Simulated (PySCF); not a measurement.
C₃H₁₁BFP.
Bonds: C1–B2, B2–C3, B2–C4, B2–P5, P5–F6. Hydrogens: H7, H8, H9 on C1; H10, H11, H12 on C3; H13, H14, H15 on C4; H16, H17 on P5.

Method: core-valence-separated Tamm–Dancoff BHandHLYP/aug-pcX-1 (pcseg-1 on H, def2-SVPD on P) in PySCF, non-relativistic, gas phase, PBE0-D3(BJ)/def2-SVP geometry. The energies are unshifted.

Task: What does the C 1s absorption edge look like?

Result: 
```
E (eV)       f  core hole on                 main final orbital
284.03  0.0037            C3                        LUMO (75 %)
284.12  0.0033         C1/C4           LUMO (2 roots, f summed)
284.61  0.0284      C1/C3/C4         LUMO+1 (3 roots, f summed)
285.20  0.0393         C1/C4         LUMO+2 (2 roots, f summed)
285.38  0.0255         C1/C4         LUMO+4 (2 roots, f summed)
285.51  0.0309         C3/C4  LUMO+3/LUMO+4 (2 roots, f summed)
285.54  0.0078            C1                      LUMO+4 (36 %)
285.59  0.0244            C3                      LUMO+2 (42 %)
```

The first line with a tenth or more of the strongest one's intensity is at 284.61 eV (f = 0.028, sum of 3), with the hole on C1/C3/C4 (sp3 carbon bound to boron). The strongest listed is at 285.20 eV (f = 0.039, sum of 2; C1/C4).

Task: List the fluorine K-edge absorption lines.

Result: 
```json
{"E (eV)": "684.37", "f": "0.0249", "core hole on": "F6", "main final orbital": "LUMO (54 %)"}
{"E (eV)": "687.14", "f": "0.0070", "core hole on": "F6", "main final orbital": "LUMO (40 %)"}
{"E (eV)": "687.27", "f": "0.0097", "core hole on": "F6", "main final orbital": "LUMO+4 (75 %)"}
{"E (eV)": "688.06", "f": "0.0108", "core hole on": "F6", "main final orbital": "LUMO+6 (45 %)"}
{"E (eV)": "688.46", "f": "0.0030", "core hole on": "F6", "main final orbital": "spread"}
{"E (eV)": "688.54", "f": "0.0014", "core hole on": "F6", "main final orbital": "LUMO+3 (79 %)"}
{"E (eV)": "689.12", "f": "0.0012", "core hole on": "F6", "main final orbital": "LUMO+2 (42 %)"}
```

The first line with a tenth or more of the strongest one's intensity is at 684.37 eV (f = 0.025), with the hole on F6 (phosphorus-bound fluorine). It is also the strongest listed.

Task: List the boron K-edge absorption lines.

Result: 
| E (eV) | f | core hole on | main final orbital |
| --- | --- | --- | --- |
| 187.99 | 0.0168 | B2 | LUMO (71 %) |
| 189.25 | 0.0366 | B2 | spread |
| 189.52 | 0.0002 | B2 | LUMO+4 (86 %) |
| 189.66 | 0.0063 | B2 | LUMO+1 (64 %) |
| 190.42 | 0.0043 | B2 | LUMO+2/LUMO+3 (2 roots, f summed) |
| 190.81 | 0.0027 | B2 | LUMO+5 (79 %) |

The first line with a tenth or more of the strongest one's intensity is at 187.99 eV (f = 0.017), with the hole on B2 (four-coordinate boron). The strongest listed is at 189.25 eV (f = 0.037; B2).

Roots within 0.03 eV whose holes lie on the same, on equivalent or on shared atoms are summed into one line, and the highest roots are left out, as the search may have cut off their partners. Final orbitals are the ground state's empty Kohn–Sham orbitals.

Task: What are the wavelength and the wavenumber of the 285.38 eV line?

Result: λ = 12398.42 eV Å/285.38 eV = 43.445 Å; 2.3017 × 10⁶ cm⁻¹.

The list ends where the root search ended, not at a threshold.

Shape of the structure used: `[CH3:1][B-:2]([CH3:3])([CH3:4])[PH2+:5][F:6]`: C1–B2–P5–F6 65°.
